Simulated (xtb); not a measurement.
C2H3O, doublet, from a rough starting geometry; GFN2-xTB (xtb).

xtb was given this input:
```
$ xtb mol.xyz --gfn 2 --uhf 1 --opt vtight --json

# file mol.xyz
6

C     -0.74853229    -0.09300993     0.03805722
C      0.70476101     0.06398823     0.02165545
O      1.43667658    -0.94173181     0.03698187
H     -1.10449035    -1.03275807     0.10320263
H     -1.33557098     0.83956824    -0.02297074
H      1.10781825     1.06077744    -0.02586677
```

Task: What does xtb print? Leave out banner, timings and long lists.

Result: 
```
   ID    Z sym.   atoms
    1    6 C      1, 2
    2    8 O      3
    3    1 H      4-6

           -------------------------------------------------
          |                Calculation Setup                |
           -------------------------------------------------

           -------------------------------------------------
          |                 G F N 2 - x T B                 |
           -------------------------------------------------

          ...................................................
          :                      SETUP                      :
          :.................................................:
          :  # basis functions                  15          :
          :  # atomic orbitals                  15          :
          :  # shells                            9          :
          :  # electrons                        17          :
          :  max. iterations                   250          :
          :  Hamiltonian                  GFN2-xTB          :
          :  restarted?                      false          :
          :  GBSA solvation                  false          :
          :  PC potential                    false          :
          :  electronic temp.          300.0000000     K    :
          :  accuracy                    1.0000000          :
          :  -> integral cutoff          0.2500000E+02      :
          :  -> integral neglect         0.1000000E-07      :
          :  -> SCF convergence          0.1000000E-05 Eh   :
          :  -> wf. convergence          0.1000000E-03 e    :
          :  Broyden damping             0.4000000          :
          :  net charge                          0          :
          :  unpaired electrons                  1          :
          ...................................................

 iter      E             dE          RMSdq      gap      omega  full diag
   1     -9.8427498 -0.984275E+01  0.677E+00    4.56       0.0  T
   2     -9.8490116 -0.626188E-02  0.283E+00    4.38       1.0  T
   3     -9.8464892  0.252242E-02  0.364E+00    4.09       1.0  T
   4     -9.8729041 -0.264149E-01  0.132E+00    4.39       1.0  T
   5     -9.8763943 -0.349021E-02  0.487E-01    4.32       1.0  T
   6     -9.8767360 -0.341680E-03  0.252E-01    4.38       1.0  T
   7     -9.8766958  0.402082E-04  0.125E-01    4.36       1.0  T
   8     -9.8767484 -0.525984E-04  0.141E-02    4.38       2.9  T
   9     -9.8767479  0.441402E-06  0.139E-02    4.38       2.9  T
[...]
         :: total energy              -9.762811392911 Eh    ::
 * total energy  :    -9.7628114 Eh     change       -0.3249667E-10 Eh
 * total energy  :    -9.7691623 Eh     change       -0.6350895E-02 Eh
 * total energy  :    -9.7700131 Eh     change       -0.8507923E-03 Eh
 * total energy  :    -9.7701050 Eh     change       -0.9193559E-04 Eh
 * total energy  :    -9.7703939 Eh     change       -0.2888408E-03 Eh
 * total energy  :    -9.7704062 Eh     change       -0.1230356E-04 Eh
 * total energy  :    -9.7704119 Eh     change       -0.5768146E-05 Eh
 * total energy  :    -9.7704133 Eh     change       -0.1331100E-05 Eh
 * total energy  :    -9.7704133 Eh     change       -0.6118159E-07 Eh
   *** GEOMETRY OPTIMIZATION CONVERGED AFTER 9 ITERATIONS ***
         :: total energy              -9.770413320537 Eh    ::
[...]
                  HL-Gap            0.1786342 Eh            4.8609 eV
             Fermi-level           -0.3621843 Eh           -9.8555 eV

     #   Z          covCN         q      C6AA      α(0)
     1   6 C        2.834    -0.069    29.711     8.932
     2   6 C        2.758     0.197    23.794     7.988
     3   8 O        0.857    -0.328    20.295     6.040
     4   1 H        0.926     0.096     1.820     2.110
     5   1 H        0.926     0.080     1.983     2.202
     6   1 H        0.922     0.024     2.672     2.556

 Mol. C6AA /au·bohr⁶  :        367.351067
 Mol. C8AA /au·bohr⁸  :       8243.006764
 Mol. α(0) /au        :         29.828342

Wiberg/Mayer (AO) data.
largest (>0.10) Wiberg bond orders for each atom

 ---------------------------------------------------------------------------
     #   Z sym  total        # sym  WBO       # sym  WBO       # sym  WBO
 ---------------------------------------------------------------------------
     1   6 C    3.488 --     2 C    1.308     5 H    0.980     4 H    0.973
                             3 O    0.222
     2   6 C    3.949 --     3 O    1.705     1 C    1.308     6 H    0.933
     3   8 O    1.983 --     2 C    1.705     1 C    0.222
     4   1 H    0.991 --     1 C    0.973
     5   1 H    0.994 --     1 C    0.980
     6   1 H    0.997 --     2 C    0.933
 ---------------------------------------------------------------------------

Topologies differ in total number of bonds
Writing topology from bond orders to xtbtopo.mol

molecular dipole:
                 x           y           z       tot (Debye)
 q only:       -0.917       0.575      -0.018
   full:       -1.066       0.749      -0.024       3.313
molecular quadrupole (traceless):
                xx          xy          yy          xz          yz          zz
 q only:       -1.042       2.695       0.266      -0.177       0.034       0.776
  q+dip:       -1.202       3.945       1.016      -0.257      -0.036       0.185
   full:       -1.882       3.780       0.174      -0.226       0.081       1.708

optimized geometry written to: xtbopt.xyz

           -------------------------------------------------
          | TOTAL ENERGY               -9.770413320537 Eh   |
          | GRADIENT NORM               0.000056855383 Eh/α |
          | HOMO-LUMO GAP               4.860883006575 eV   |
           -------------------------------------------------

normal termination of xtb
```
